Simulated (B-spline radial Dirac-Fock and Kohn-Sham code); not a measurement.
# Kohn-Sham estimates against Dirac-Fock for the levels of Pm

System: atomic promethium, 1s2 2s2 2p6 3s2 3p6 3d10 4s2 4p6 4d10 4f5 5s2 5p6 5d1 6s1 (not the ground configuration).

The density-functional columns are spherical, spin-unpolarised Dirac-Kohn-Sham results without Breit or QED terms: −ε is minus the orbital energy of the initial state and ΔSCF the difference of two total energies. The reference in the last column comes from Dirac-Fock energy differences between relaxed states, corrected for Breit and QED terms. All numbers are from an atomic code on a B-spline grid, in eV; a selection of levels is shown. The Kohn-Sham columns are given as differences from the reference. For the 1s level of heavy atoms much of the gap between ΔSCF and the reference is the Breit and QED part, -184.1 eV here; for other levels the error of the functional can be larger.

```
level  LDA −ε − DF  LDA ΔSCF − DF  Dirac-Fock
   1s       -255.7         +172.0     45185.0
   2s       -133.3          -58.2      7435.3
2p1/2        -97.4           -1.8      7015.7
2p3/2       -103.4          -16.8      6462.1
   3s        -64.0          -42.9      1655.1
3p1/2        -49.9          -27.4      1475.9
3p3/2        -49.0          -28.0      1362.6
3d3/2        -29.4           -4.4      1054.8
3d5/2        -29.9           -5.5      1031.0
   4s        -28.2          -20.0       343.3
4p1/2        -21.3          -13.3       273.6
4p3/2        -21.5          -13.7       249.0
4d3/2         -9.1           -1.6       133.1
4d5/2         -9.2           -1.8       128.8
   4f         -1.7           +4.1        3.02
5p1/2         -3.1           +1.4       27.04
5p3/2         -3.1           +1.2       23.83
   5d         -1.7           +1.2        3.03
   6s         -1.1           +1.1        4.39
```

Values without a named source are computed, but for edge energies of neutral atoms, which are taken from tables.
